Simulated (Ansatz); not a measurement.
`CB(C)S`, charge 0, multiplicity 1.

**Question.** Give a relaxed structure at PBE0-D4/def2-TZVP (Ansatz 0.2.0). (An estimate is asked.)

**Answer.** The calculation gave: 
Z-matrix (Å, degrees):
```
C
B 1 1.567
H 1 1.095 2 111.4
H 1 1.098 2 108.1 3 -115.7
H 1 1.091 2 115.1 3 124.3
C 2 1.568 1 121.3 3 40.5
S 2 1.796 1 122.2 3 -140.4
H 6 1.095 2 110.6 1 47.8
H 6 1.091 2 115.2 1 171.3
H 6 1.097 2 108.8 1 -67.8
H 7 1.344 2 99.1 1 2.1
```
This is one stationary point; other conformers may exist.
